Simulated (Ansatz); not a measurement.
```xyz
3

C     0.0000    0.0000   -0.4626
C     0.0000    0.0000    1.3071
H     0.0000    0.0000   -1.5272
```

Basis set: pcseg-2 (spherical functions). Charge 0, multiplicity 2.

Computed with Ansatz (development build ahead of 0.2.0); each method stands on the lowest determinant of its kind that the runs found.

(1) Give the atomization energy at this shape (free ground-state atoms in the same class of orbitals less the molecule, no zero-point energy) of doublet C₂H by r²SCAN (unrestricted), PBE0 (unrestricted).

Answers

(1)

```csv
method,atomization energy
r²SCAN (unrestricted),7.80 eV
PBE0 (unrestricted),7.65 eV
```

Caution: the unrestricted determinant is spin contaminated.

The shape needn't be a minimum at these levels.
